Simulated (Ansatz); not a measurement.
`BCBCC` + `BN[SiH3]` → `BN([SiH3])CC` + `BCB`  (substitution at a C–B bond)

Computed with Ansatz on PBE0-D4/def2-TZVP structures; ΔE is electronic, products minus reactants. CBS: MP2 limit from def2 TZ/QZ plus the TZ coupled-cluster correction, frozen cores. DFT in def2-TZVPP. One conformer a species, not always the lowest.

`BCBCC`:

```xyz
15

B    -0.194    1.451    2.123
C     0.465    1.487    0.727
B    -0.266    0.445   -0.186
C     0.483   -0.763   -0.825
C    -0.367   -1.894   -1.389
H     0.383    1.008    3.074
H    -1.319    1.837    2.265
H     1.550    1.366    0.729
H     0.163    2.448    0.278
H    -1.433    0.620   -0.421
H     1.250   -1.143   -0.139
H     1.071   -0.298   -1.636
H    -1.097   -1.516   -2.109
H     0.238   -2.651   -1.893
H    -0.928   -2.397   -0.598
```

`BN[SiH3]`:

```xyz
9

B     0.471    1.095    1.004
N     0.522    0.351   -0.179
Si   -0.558   -0.936   -0.649
H    -0.387    0.855    1.804
H     1.282    1.955    1.197
H     1.261    0.584   -0.829
H    -1.243   -0.599   -1.925
H    -1.549   -1.107    0.437
H     0.200   -2.197   -0.861
```

`BN([SiH3])CC`:

Cartesian coordinates in Å:
```
B 0.647 1.196 1.312
N 0.512 0.249 0.296
Si 1.327 -1.299 0.342
C -0.319 0.518 -0.882
C -1.742 0.022 -0.715
H 0.093 2.255 1.199
H 1.313 0.941 2.274
H 2.255 -1.399 -0.818
H 2.069 -1.418 1.616
H 0.343 -2.408 0.216
H -0.317 1.595 -1.062
H 0.138 0.051 -1.763
H -2.328 0.225 -1.614
H -1.770 -1.054 -0.528
H -2.222 0.525 0.128
```

`BCB`:

Cartesian coordinates in Å:
```
B 0.805 -0.306 0.962
C 0.290 0.494 -0.262
B -1.004 -0.177 -0.791
H 0.120 -0.405 1.939
H 1.874 -0.845 0.949
H 1.040 0.709 -1.021
H -0.099 1.418 0.204
H -1.066 -0.624 -1.900
H -1.962 -0.264 -0.079
```

```csv
level,ΔE (kJ/mol)
r2SCAN,75.1
SCS-MP2/def2-TZVPP,65.4
HF/def2-QZVPP,72.3
CCSD/CBS(def2),70.5
```

(1) What does CCSD(T)/CBS give? (An estimate is asked.)

Largest T1 diagnostic among the species: 0.012.

Answers

(1) Computed: +68.7 kJ/mol. The listed levels differ from it by 6.4, -3.3, 3.6, 1.8 kJ/mol.

The D4 term adds −7.3 kJ/mol with B3LYP and −3.9 kJ/mol with PBE0; it sums over pairs of atoms, weighted by their polarisabilities, and B3LYP, whose exchange is more repulsive, gets the larger term. In def2-TZVPP, CCSD(T) changes the Hartree–Fock value by −5.8 kJ/mol (the triples alone add −1.8 kJ/mol) and MP2 by −5.0 kJ/mol.

B3LYP here is the variant with VWN-RPA as its local correlation; programs differ in this.
